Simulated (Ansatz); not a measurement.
The lowest singlet and triplet of BF (SMILES [B]F); geometries from B3LYP-D3(BJ)/def2-TZVP, each state relaxed from the structure named, with no frequency check.
Singlet (charge 0, multiplicity 1):
```xyz
2

B      0.0000     0.0000    -0.8132
F      0.0000     0.0000     0.4518
```

```csv
level,"gap E(singlet) − E(triplet), vertical, at the singlet's geometry (kJ/mol)",cost
U-HF/cc-pVDZ,-254.1,-
R-HF/cc-pVTZ,-249.7,-
R-B3LYP/def2-TZVPP,-335.7,×1
U-B3LYP/def2-TZVPP,-335.7,×1
R-wB97M-V/def2-TZVPP,-367.6,×2
U-B2PLYP/def2-TZVPP,-340.1,×2
R-SCS-MP2/cc-pVTZ,-350.1,-
U-SCS-MP2/cc-pVTZ,-350.1,-
U-SCS-MP2/cc-pVQZ,-351.9,-
R-CCSD(T)/cc-pVQZ,-354.8,×20
R-CCSDT/cc-pVTZ,-356.5,-
"SA-CASSCF(2,3)/cc-pVQZ",-340.2,-
"SC-NEVPT2 on SA-CASSCF(2,3)/cc-pVDZ",-356.5,-
"FIC-MRCISD+Q on SA-CASSCF(2,3)/cc-pVQZ",-352.4,-
```

The rows run from -367.6 (R-wB97M-V/def2-TZVPP) to -249.7 kJ/mol (R-HF/cc-pVTZ).

A positive gap puts the triplet lower; no zero-point energy. R- takes a restricted singlet. U- takes an unrestricted singlet (broken symmetry where lower, unprojected). The triplet is unrestricted in single-reference levels. Active spaces average the two states.

Correlated levels freeze the cores.

The values were computed with Ansatz (Gaussian basis) for Hartree–Fock, density functionals and correlated methods. 

Costs are rough ratios of core time to R-PBE/def2-TZVPP (about 1.1 s over the structures, on one shared machine); a dash marks a level with no comparable run of its own.

Ansatz is a quantum-chemistry and plane-wave program.
